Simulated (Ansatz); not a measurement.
Calculated with Ansatz (gas phase, PBE0-D4/def2-TZVP geometries, no zero-point term in ΔE). CCSD(T)/CBS adds triple-zeta CCSD(T) − MP2 to the extrapolated MP2 energy (def2 sets, frozen cores). DFT in def2-TZVPP. One conformer a species, not always the lowest.

`C[SiH](F)[SiH2]S` + silanol → `[SiH3]O[SiH2]S` + `C[SiH2]F`  (cleavage of the Si–Si bond)

(1) Is it downhill or uphill in electronic energy at CCSD(T)/CBS, and by how much? (Estimate.)

(2) What do these levels give: r2SCAN-D4, B2PLYP, PBE0, MP2/def2-TZVPP, HF/CBS(def2), MP2/CBS(def2)? (Best estimate.)

Largest T1 diagnostic among the species: 0.012.

Results:

(1) The calculation gave: Downhill: ΔE = -128.3 kJ/mol.

(2) Ansatz gave: r2SCAN-D4 -122.2, B2PLYP -133.1, PBE0 -111.2, MP2/def2-TZVPP -136.0, HF/CBS(def2) -156.9, MP2/CBS(def2) -135.0 kJ/mol.

In def2-TZVPP, CCSD(T) changes the Hartree–Fock value by +24.8 kJ/mol (the triples alone add +3.4 kJ/mol) and MP2 by +18.1 kJ/mol. From PBE to PBE0 (25 % exact exchange), in def2-TZVPP and without D4, ΔE moves by −8.8 kJ/mol.
